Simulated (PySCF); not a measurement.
## Radial density of Pb²⁺ (lead, charge +2)

r2SCAN0, [Xe] 4f14 5d10 6s1 6p1, high-spin 3P determinant (an excited configuration). All numbers are calculated (PySCF 2.14, the spin-free X2C one-electron Hamiltonian (Gaussian nucleus), in x2c-TZVPPall with one added diffuse shell each of s, p, d, f type (12s8p7d4f, 99 functions)).

| r (bohr) | 4πr²ρ (e/bohr) | 4πr²(ρα − ρβ) |
| --- | --- | --- |
| 0.0129 | 113.8 | 0.0061 |
| 0.0216 | 101.1 | 0.0077 |
| 0.0364 | 138.3 | 0.0242 |
| 0.0612 | 145.1 | -0.0002 |
| 0.103 | 126.8 | 0.0171 |
| 0.173 | 125.7 | 0.0119 |
| 0.291 | 88.12 | 0.0767 |
| 0.489 | 65.58 | 0.0208 |
| 0.823 | 25.91 | 0.0939 |
| 1.38 | 11.12 | 0.3327 |
| 2.33 | 2.066 | 1.0742 |
| 3.92 | 0.1923 | 0.1868 |
| 6.59 | 0.002666 | 0.0026 |
| 11.1 | 1.655e-05 | 0.0000 |

Densities and radii are taken from the X2C orbitals without a picture-change correction, which distorts them close to the nucleus.

Spin-orbit coupling, absent here, splits the open shell strongly.
